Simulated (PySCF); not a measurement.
# GaF₃ + 3 HF → GaH₃ + 3 F₂

Level: PBE0 in the def2-TZVP basis family, all electrons, no relativity, computed in PySCF with density fitting; open shells unrestricted.

```csv
species,state and structure,ZPE (kJ/mol),H(298 K) − H(0) (kJ/mol),S° (J/(mol K))
GaF₃,"singlet, D3h, Ga–F 1.724 Å (×3)",16.4,15.3,292.8
HF,"singlet, C∞v, H–F 0.920 Å",24.9,8.7,173.6
GaH₃,"singlet, D3h, Ga–H 1.568 Å (×3)",48.9,10.7,218.3
F₂,"singlet, D∞h, F–F 1.376 Å",6.6,8.7,201.9
```

Task: Is the gas-phase reaction uphill or downhill in electronic energy at this level, and by how much?

Result: At PBE0/def2-TZVP, ΔE = 1813.7 kJ/mol, uphill. 

Task: Add zero-point, thermal and entropy terms for 298.15 K and 1 bar.

Result: ΔZPE = -22.4 and Δ[H(298) − H(0)] = -4.6 kJ/mol give ΔH° = 1786.7 kJ/mol. ΔS° = 10.4 J/(mol K), so ΔG° = 1786.7 − 298.15 × (0.0104) = 1784 kJ/mol.

The structures come from searches over a few start shapes, so lower isomers are not excluded.
